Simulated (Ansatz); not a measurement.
Frontier orbitals of C₃H₄Se, SMILES `C=C1C[Se]1`.

Z-matrix (Å, degrees):
```
C
C 1 1.443
Se 1 1.989 2 64.4
H 1 1.085 2 119.0 3 104.6
H 1 1.085 2 119.0 3 -104.6
C 2 1.316 1 145.3 3 180.0
H 6 1.082 2 121.8 1 -180.0
H 6 1.085 2 119.9 1 0.0
```

Charge 0, multiplicity 1. Correlated methods include outer-core shells of Se, which these sets cover unevenly. Scalar relativity is left out up to krypton. The geometry is a stationary point of PBE0-D4/def2-TZVP. Basis def2-TZVPP, Ansatz 0.2.0.

| functional | HOMO (eV) | LUMO (eV) | gap (eV) |
| --- | --- | --- | --- |
| LDA (SPW92) | -5.42 | -1.75 | 3.67 |
| PBE | -5.26 | -1.56 | 3.70 |
| PBE0 | -6.31 | -0.63 | 5.68 |
| r2SCANh | -5.86 | -1.01 | 4.85 |
| LC-ωPBE | -8.89 | 1.60 | 10.49 |
| ωB97M-V | -8.41 | 1.34 | 9.75 |

A quarter of exact exchange (PBE0) shifts PBE's HOMO by −1.06 eV and its LUMO by +0.92 eV; full exchange at long range (ωB97M-V) shifts them by −3.15 and +2.89 eV. The gap opens from 3.70 to 9.74 eV, since occupied levels lose self-interaction and empty ones feel all the electrons. A positive LUMO is unbound and depends on the basis.

LC-ωPBE has ω = 0.4 bohr⁻¹.
